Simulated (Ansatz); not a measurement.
Two structures of SiH4Cl2O, singlet, reached by relaxing down either side of one saddle point (PBE0-D4/def2-TZVP). Energies are electronic, without zero-point energy. Program: Ansatz 0.2.0. Basis: def2-TZVPP and def2-QZVPP. Cores are frozen in the correlated methods. Extrapolation: Hartree–Fock as exp(−7.88 √X), correlation as X^−2.97. First:

Si1  (-0.342, -0.713, -0.717)
H2  (1.068, -1.045, -0.461)
Cl3  (-1.035, -2.113, -2.054)
Cl4  (-1.437, -0.931, 1.007)
H5  (-0.608, 0.603, -1.316)
H6  (1.265, 0.939, 1.601)
O7  (0.900, 1.348, 0.811)
H8  (0.190, 1.912, 1.130)
(Å)

Second:

```
8
angstrom
Si -1.0451 0.3390 -0.6529
H 2.0089 -0.7891 1.6990
Cl -0.4348 -0.9650 -2.1017
Cl -2.1308 -0.7283 0.7088
H -1.8861 1.3832 -1.2483
H 2.3878 -0.8404 1.0560
O 0.2191 1.0690 0.0483
H 0.8811 0.5316 0.4909
```

(1) Which bonds change from the first to the second?

(2) Give the saddle point's structure and its height above each. (Judge from chemistry; the value comes from the calculation.)

No T1 diagnostic of these runs exceeds 0.011.

Answers

(1) SiH₂Cl₂ ([Cl][SiH2][Cl]) + H₂O → SiH₂Cl₂O ([OH][SiH]([Cl])[Cl]) + H₂; bonds formed: Si1–O7, H2–H6; bonds broken: Si1–H2, H6–O7.

(2) By the calculation: 40.17 kcal/mol above the first and 59.14 kcal/mol above the second (CCSD(T) at an estimated basis limit (MP2 extrapolated from triple and quadruple zeta, plus CCSD(T) − MP2 in triple zeta)).
```xyz
8
angstrom
Si -0.3716 -0.2509 -0.3311
H 0.9287 -0.9755 0.4509
Cl 0.0908 -1.3725 -1.9983
Cl -1.6225 -1.0718 1.0947
H -1.3105 0.7101 -0.9508
H 1.1435 0.0761 0.6802
O 0.7415 1.0760 0.2625
H 0.4002 1.8085 0.7921
```

Labels in which every atom is bracketed show which atoms are joined, not bond orders.

For scale, one of the runs: CCSD(T)/def2-TZVPP, 213 basis functions (an equivalent command: `ansatz run in.yaml --threads 4`). Time: 46 s of wall clock on 4 CPU threads; the host was shared. Peak host memory: 2.8 GiB.
